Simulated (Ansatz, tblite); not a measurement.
Cost and result up the ladder for [SnF3]- (SnF3⁻) (4 atoms). Total charge -1; singlet. Geometry: PBE0-D4/def2-TZVPD.

| atom | x (Å) | y (Å) | z (Å) |
| --- | --- | --- | --- |
| Sn1 | -0.736 | -0.271 | 0.035 |
| F2 | -0.149 | 1.307 | 1.112 |
| F3 | 0.061 | 0.379 | -1.679 |
| F4 | 0.825 | -1.415 | 0.533 |

Ansatz on 4 threads of Arm Neoverse V1 on a shared host; xTB runs through tblite on one thread. Times are rough, summed over both states, and most runs start from the orbitals of an earlier one. PBE0-D4/def2-TZVPD serves as the yardstick here, not as an exact answer. The other state is a triplet.

In the def2 sets Sn takes a core potential; there is no spin–orbit coupling. The xTB rows come from tblite.

xTB has no spin-polarisation term.

```json
{"level": "GFN2-xTB", "functions": "21", "vertical triplet (eV)": "7.66", "difference from PBE0-D4/def2-TZVPD (eV)": "3.26", "remarks": "–"}
{"level": "r2SCAN-D4/def2-TZVPD", "functions": "176", "vertical triplet (eV)": "4.34", "difference from PBE0-D4/def2-TZVPD (eV)": "-0.06", "remarks": "HOMO above zero (triplet)"}
{"level": "GFN1-xTB", "functions": "21", "vertical triplet (eV)": "7.28", "difference from PBE0-D4/def2-TZVPD (eV)": "2.88", "remarks": "–"}
{"level": "PBE0-D4/def2-TZVPD (with forces)", "functions": "176", "vertical triplet (eV)": "4.40", "difference from PBE0-D4/def2-TZVPD (eV)": "0.00", "remarks": "HOMO above zero (triplet)"}
{"level": "PBE-D4/def2-TZVPD", "functions": "176", "vertical triplet (eV)": "4.31", "difference from PBE0-D4/def2-TZVPD (eV)": "-0.09", "remarks": "HOMO above zero (triplet)"}
```

Problem. Estimate how long each takes.

Solution. GFN2-xTB 0.004 s; GFN1-xTB 0.005 s; PBE-D4/def2-TZVPD 5.1 s; PBE0-D4/def2-TZVPD (with forces) 9.5 s; r2SCAN-D4/def2-TZVPD 12 s. On shared hardware such times vary by a factor of up to 3.
